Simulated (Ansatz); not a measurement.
`[OH][In]([OH])[OH]` + HCl → `[OH][In]([OH])[Cl]` + H₂O  (ligand exchange at the In–O bond)

Calculated with Ansatz (gas phase, PBE0-D4/def2-TZVP geometries, no zero-point term in ΔE). CCSD(T)/CBS adds triple-zeta CCSD(T) − MP2 to the extrapolated MP2 energy (def2 sets, frozen cores). This one scheme is used for every species. Functionals use def2-TZVPP. Elements past krypton have def2 core potentials. For In outer-core shells are correlated without core-valence functions, which leaves a few kJ/mol of doubt a bond. Each species was taken in one conformer, which may not be the lowest.

```tsv
species	PBE-D4 energy (Eh)
`[OH][In]([OH])[OH]`	-417.53834
HCl	-460.62759
`[OH][In]([OH])[Cl]`	-801.81848
H₂O	-76.38027
```

Work out ΔE.

ΔE = (-801.81848) + (-76.38027) − (-417.53834) − (-460.62759) = -0.03282 Eh = -0.89 eV. CCSD(T)/CBS gives -0.92 eV.

Largest T1 diagnostic among the species: 0.017.

In def2-TZVPP, CCSD(T) changes the Hartree–Fock value by +0.20 eV (the triples alone add +0.02 eV) and MP2 by +0.18 eV. From PBE to PBE0 (25 % exact exchange), in def2-TZVPP and without D4, ΔE moves by −0.09 eV.
